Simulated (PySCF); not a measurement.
Isomers of C7H12S, from PBE0-D3(BJ)/def2-SVP geometry optimisation, gas phase (PySCF). One conformer each, no zero-point energy, no frequencies.

Question: Which is lower in electronic energy at this level?
A. `[CH3:1][CH2:2][C@H:3]1[CH2:4][CH2:5][CH:6]=[CH:7][S:8]1` with C1–C2–C3–C4 176°, C2–C3–C4–C5 -173°, C3–C4–C5–C6 -53°, C4–C5–C6–C7 17°, C6–C7–S8–C3 9°: A = 3081, B = 1290, C = 968.1 MHz, dipole 1.59 D
B. `[CH3:1][S:2][C@H:3]1[CH2:4][CH2:5][C:6]12[CH2:7][CH2:8]2` with C1–S2–C3–C4 84°: A = 2924, B = 1253, C = 1001 MHz, dipole 1.46 D

Answer: A. That is `CC[C@H]1CCC=CS1`, 29.7 kcal/mol below the other.

```json
{"SMILES": "CC[C@H]1CCC=CS1", "mapped SMILES": "[CH3:1][CH2:2][C@H:3]1[CH2:4][CH2:5][CH:6]=[CH:7][S:8]1", "E (Eh)": "-671.38077", "relative (kcal/mol)": "0.0", "relative (kJ/mol)": "0.0", "dipole (D)": "1.59"}
{"SMILES": "CS[C@H]1CCC12CC2", "mapped SMILES": "[CH3:1][S:2][C@H:3]1[CH2:4][CH2:5][C:6]12[CH2:7][CH2:8]2", "E (Eh)": "-671.33343", "relative (kcal/mol)": "29.7", "relative (kJ/mol)": "124.3", "dipole (D)": "1.46"}
```

As drawn, the lower has a C=C bond outside aromatic rings, which the higher lacks; the higher has a three-membered ring, a four-membered ring and a quaternary carbon, which the lower lacks.
